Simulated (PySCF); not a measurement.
C3H6BFO2, SMILES FB(O)C(=O)CC.

Geometry: r2SCAN-D4/def2-SVP. This is a generated structure with no PubChem entry under its InChIKey; it may be hypothetical. Other conformers were not sampled.

Vertical ionisation energy (IE) and electron affinity (EA) in eV. Rows of orbital energies are one-electron estimates. Where ΔSCF, EOM or ADC give a negative EA the extra electron is unbound and the value depends on the basis.

```json
[
 {"level": "−ε(HOMO), −ε(LUMO), B3LYP/def2-TZVP (PySCF)", "IE": "6.87", "EA": "2.01"},
 {"level": "−ε(HOMO), −ε(LUMO), PBE/def2-TZVP (PySCF)", "IE": "5.49", "EA": "2.80"}
]
```
